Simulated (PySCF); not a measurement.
# C₆ coefficients of unlike pairs at PBE0

Calculated with PySCF 2.14 from the dipole response of each species, C₆(A,B) = (3/π) ∫ α_A(iu) α_B(iu) du, in atomic units, from isotropic polarisabilities. For ions this is the dispersion term alone; charge-induced terms of lower order in 1/R come first.

```csv
species,configuration,basis,relativity,α (bohr³),C₆ (like pair)
Br⁺,[Ar] 3d10 4s2 4p4 (3P),"x2c-QZVPPall with one added diffuse shell each of s, p, d, f type (12s9p6d5f1g)",spin-free X2C,12.43,77.34
Si,[Ne] 3s2 3p2 (3P),dyall-av3z (19s12p3d2f),spin-free X2C,39.66,324.2
Mn⁺,[Ar] 3d5 4s1 (7S),"aug-cc-pwCVTZ-DK with one added diffuse shell each of s, p, d, f, g type (11s10p8d5f4g)",spin-free X2C,29.70,156.0
F⁺,[He] 2s2 2p4 (3P),aug-cc-pVDZ (4s3p2d),none,1.729,3.253
```

Question: Estimate C₆ for Mn⁺ with Si.

Answer: The integral gives 223.4. The combination rule 2 C_A C_B / (C_A α_B/α_A + C_B α_A/α_B) gives 224.3 and the geometric mean 224.9.

No spin-orbit coupling is included.

The other pairs:

| pair | C₆ |
| --- | --- |
| Mn⁺, Br⁺ | 100.9 |
| F⁺, Mn⁺ | 17.52 |
| Si, Br⁺ | 145.3 |
| F⁺, Si | 24.29 |
| F⁺, Br⁺ | 14.82 |
